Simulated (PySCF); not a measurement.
This PySCF input asks for the NMR shieldings of `CCC(F)(F)[SiH2]CF`, C4H9F3Si; the geometry comes from GFN2-xTB.

```python
import basis_set_exchange as bse
import numpy as np
from pyscf import gto, dft
from pyscf.prop import nmr

atoms = """
C    -2.289489    0.189233    0.616212
C    -1.604324    0.132789   -0.740375
C    -0.193116   -0.419515   -0.639144
F     0.368777   -0.411147   -1.899348
F    -0.247730   -1.755920   -0.312888
Si    1.048308    0.446483    0.576982
C     2.751850   -0.258216    0.065543
F     3.742091    0.275230    0.867308
H    -1.786542    0.894767    1.273793
H    -2.278389   -0.792089    1.083693
H    -3.322827    0.503803    0.497792
H    -2.173405   -0.504512   -1.422461
H    -1.535416    1.128730   -1.180445
H     0.709373    0.049303    1.941685
H     0.974144    1.888216    0.341496
H     3.020446   -0.010943   -0.965836
H     2.809254   -1.344182    0.185005
"""
names = dict.fromkeys(["C", "F", "Si", "H"], "pcSseg-1")
basis = {el: gto.basis.parse(bse.get_basis(n, elements=[el], fmt="nwchem")) for el, n in names.items()}
mol = gto.M(atom=atoms, basis=basis, charge=0, verbose=0)
mf = dft.RKS(mol, xc="PBE0")
mf.grids.level = 2
mf.grids.alignment = dft.numint.BLKSIZE   # the property module wants whole blocks of grid points
mf.conv_tol = 1e-9
mf.kernel()

calc = nmr.RKS(mf)   # GIAO
C = mf.mo_coeff
Co = C[:, mf.mo_occ > 0]
resp = mf.gen_response(singlet=True, hermi=2)
def vind(x):   # induced exchange potential for any number of trial vectors
    d = np.einsum("pi,xij,qj->xpq", C, 2 * x.reshape(-1, C.shape[1], Co.shape[1]), Co, optimize=True)
    return np.einsum("xpq,pi,qj->xij", resp(d - d.transpose(0, 2, 1)), C, Co, optimize=True).ravel()
mo1, _ = nmr.rhf.solve_mo1(calc, with_cphf=vind)
sigma = calc.kernel(mo1)
for i, s in enumerate(sigma):   # ppm
    print("%2d %-2s %9.2f" % (i, mol.atom_pure_symbol(i), np.trace(s) / 3))
```

**Question.** Give the expected output.

**Answer.** 
```
 0 C     176.26
 1 C     150.19
 2 C      50.26
 3 F     289.50
 4 F     300.02
 5 Si    399.81
 6 C     110.29
 7 F     482.67
 8 H      30.87
 9 H      30.52
10 H      30.50
11 H      29.55
12 H      29.88
13 H      27.27
14 H      27.39
15 H      26.30
16 H      26.33
```

These numbers come from an equivalent density-fitted implementation of the same equations, which agrees with the script to about 0.01 ppm for H and up to a few tenths of a ppm for heavy atoms, so last digits may differ.

**Question.** Turn these shieldings into chemical shifts. Chemical shifts δ = σref − σ; 13C (σref 186.93) and 29Si (σref 349.16) and 1H (σref 31.72) against TMS; 19F (σref 170.95) against CFCl3, all at this level.

**Answer.** Averaging equivalent atoms: C 2: 136.7; C 6: 76.6; C 1: 36.7; C 0: 10.7; F 3/4: -123.8; F 7: -311.7; Si 5: -50.7; H 15/16: 5.40; H 13/14: 4.39; H 11/12: 2.00; H 8/9/10: 1.09 ppm. Unscaled 19F shifts against computed CFCl3 carry errors that often reach 10 to 50 ppm.

Size and cost of the density-fitted run: 188 basis functions, 57 s wall time on 1 thread of an Arm Neoverse N1, shared host; peak memory 0.97 GiB.
